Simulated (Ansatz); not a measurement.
Input file for Ansatz (a quantum-chemistry and plane-wave program): R-wB97X-V/def2-TZVPP on H9NSi3 (SMILES [SiH3]N([SiH3])[SiH3]).

Ansatz 0.2 input:
```yaml
crystal:
  periodic: [false, false, false]
  atoms:
    - {symbol: Si, position_ang: [0.29110983, 1.65351705, 0.46667181]}
    - {symbol: N, position_ang: [0.01615809, 0.02120053, -0.08385547]}
    - {symbol: Si, position_ang: [-1.60564996, -0.50964149, -0.44587282]}
    - {symbol: Si, position_ang: [1.31844074, -1.13869152, -0.04118329]}
    - {symbol: H, position_ang: [-0.67722461, 2.55470875, -0.19622999]}
    - {symbol: H, position_ang: [0.11599333, 1.78388052, 1.93462825]}
    - {symbol: H, position_ang: [1.67663884, 2.04836049, 0.12953336]}
    - {symbol: H, position_ang: [-2.36899783, 0.62526799, -1.01026796]}
    - {symbol: H, position_ang: [-1.54205558, -1.62249252, -1.41889834]}
    - {symbol: H, position_ang: [-2.31772244, -0.99151922, 0.76379721]}
    - {symbol: H, position_ang: [1.43402278, -1.79884123, 1.28297628]}
    - {symbol: H, position_ang: [1.06619709, -2.18342674, -1.05812019]}
    - {symbol: H, position_ang: [2.59298972, -0.44212262, -0.32327885]}
basis:
  gaussian:
    orbitals: def2-TZVPP
hamiltonian:
  xc: {name: wB97X-V}
scf: {lower_state_search: off}
```

Output:

```
WARN ansatz: RAYON_NUM_THREADS=4 ignored (pool sized by the plan → 4); use --threads N
Functional definition: wB97X-V
these checks for a lower state are left out or cut short: stability, starts, cluster_reference, orbital_swaps, neighbouring_geometries, increment
integrals: 0.38 GiB planned
1559 factors; their error is unknown
integrals: 0.42 GiB planned
375 factors; integrals over basis functions are off by at most 1.1e-5 eV
mean field: 2.69 GiB planned
mean field evaluation 1: about -25263.7618 eV, gradient 4.9e1 eV
mean field evaluation 2: about -25262.6723 eV, gradient 5.3e1 eV
mean field evaluation 4: about -25268.3163 eV, gradient 5.6e-1 eV
mean field evaluation 8: about -25268.3463 eV, gradient 2.0e-1 eV
mean field evaluation 16: about -25268.3464 eV, gradient 6.0e-6 eV
mean field -25268.34638234 eV, -928.5946020507 hartree, gradient 6.0e-6 eV, S^2 0.000000; 0 other end points of the search recorded, 0 dependent functions left out
reference -25268.34637968 eV, -928.5946019529 hartree; 29, 29 occupied and 254, 254 virtual orbitals, 1559 factors
Total energy: -25268.34637968 eV, -928.5946019529 hartree
Checks for a lower state left out: stability, starts, cluster_reference, orbital_swaps, neighbouring_geometries, increment
```

The calculation finished and met its thresholds.

Cost: very roughly 24 core-seconds.
